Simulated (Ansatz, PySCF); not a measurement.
CH4Si, SMILES C=[SiH2].

The structure is a stationary point at B3LYP-D3(BJ)/def2-TZVP.

Vertical ionisation energy (IE) and electron affinity (EA) in eV. Rows of orbital energies are one-electron estimates. Where ΔSCF, EOM or ADC give a negative EA the extra electron is unbound and the value depends on the basis.

```csv
level,IE,EA
"−ε(HOMO), −ε(LUMO), HF/def2-TZVPD (PySCF)",8.57,-1.77
"−ε(HOMO), −ε(LUMO), PBE/def2-TZVPD (PySCF)",5.68,2.12
ADC(2)/aug-cc-pVDZ (PySCF),8.44,-0.84
"ΔSCF, CAM-B3LYP/def2-TZVPD (Ansatz), final states of multiplicity 2 and 2",8.76,-0.58
"ΔSCF, PBE/def2-TZVPD (Ansatz), final states of multiplicity 2 and 2",8.91,-0.54
```

Problem. What vertical singlet–triplet gap does ΔSCF give with CAM-B3LYP/def2-TZVPD (Ansatz, a quantum-chemistry and plane-wave program) and with PBE/def2-TZVPD (Ansatz)? (An estimate is asked for; the answer gives what the named calculation found.)

Solution. 2.65 and 2.72 eV (triplet above singlet where positive).

Problem. Beyond the first one, list the lowest photoelectron lines from ADC(2)/aug-cc-pVDZ in PySCF 2.14.0 with their pole strengths (two spins summed). (The exact figures need the calculation; the answer reports its results.)

Solution. 12.17 eV (1.74), 12.47 eV (1.79), 13.83 eV (1.72), 16.99 eV (1.70).
